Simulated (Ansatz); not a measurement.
```yaml
crystal:
  periodic: [false, false, false]
  atoms:
    - {symbol: Pb, position_ang: [-1.416595, -0.633278, 0.881822]}
    - {symbol: Pb, position_ang: [1.743943, -0.678012, -0.508997]}
    - {symbol: O, position_ang: [0.156377, 1.302528, -0.552903]}
    - {symbol: O, position_ang: [0.613513, 0.853701, 0.845787]}
    - {symbol: O, position_ang: [0.094502, -1.895768, -0.009093]}
    - {symbol: O, position_ang: [-1.191740, 1.050819, -0.656616]}
basis:
  gaussian: {orbitals: def2-TZVP}
hamiltonian: {xc: {name: r2SCAN}, dispersion: d3bj, pseudopotentials: {relativity: none}}
output: {forces: true}
```

```sh
$ ansatz run in.yaml --threads 4 --pin off --events-out ev --progress --plain --max-ram 4787MiB
```

Shortened log:

```
Warning: the engine holds no damping parameters fitted to this dispersion correction and functional, so the run takes those fitted to r2scan beside the three-body term, which d3bj leaves out (hamiltonian.dispersion, under Limitations)
Functional definition: r2SCAN
1368 factors; their error is unknown
mean field evaluation 1: about -18669.0101 eV, gradient 9.9e1 eV
mean field evaluation 2: about -18414.4373 eV, gradient 2.8e2 eV
mean field evaluation 4: about -18685.9789 eV, gradient 2.9e1 eV
mean field evaluation 8: about -18687.4623 eV, gradient 9.2e-1 eV
mean field evaluation 16: about -18687.4495 eV, gradient 1.5e-3 eV
mean field -18687.44954131 eV, -686.7511038347 hartree, gradient 5.3e-5 eV, S^2 0.000000; 0 other end points of the search recorded, 0 dependent functions left out
reference -18687.44955813 eV, -686.7511044529 hartree; 38, 38 occupied and 186, 186 virtual orbitals, 1368 factors
Total energy: -18687.49674004 eV, -686.7528383563 hartree
Atom 0 at    -1.416595    -0.633278     0.881822 Å, force     0.772565     0.122992    -0.606702 eV/Å
Atom 1 at     1.743943    -0.678012    -0.508997 Å, force    -1.059122    -0.004726     0.439093 eV/Å
Atom 2 at     0.156377     1.302528    -0.552903 Å, force     0.587848    -0.239033     0.301044 eV/Å
Atom 3 at     0.613513     0.853701     0.845787 Å, force    -0.119062    -0.265913    -0.481671 eV/Å
Atom 4 at     0.094502    -1.895768    -0.009093 Å, force     0.162900     0.828162     0.045095 eV/Å
Atom 5 at    -1.191740     1.050819    -0.656616 Å, force    -0.345129    -0.441482     0.303141 eV/Å
Dipole moment:     0.289342    -0.464168     0.170840 e Å
```

It took 6.5 s on 4 threads of Arm Neoverse V2 on a shared host.

In the def2 sets Pb takes a core potential; there is no spin–orbit coupling.
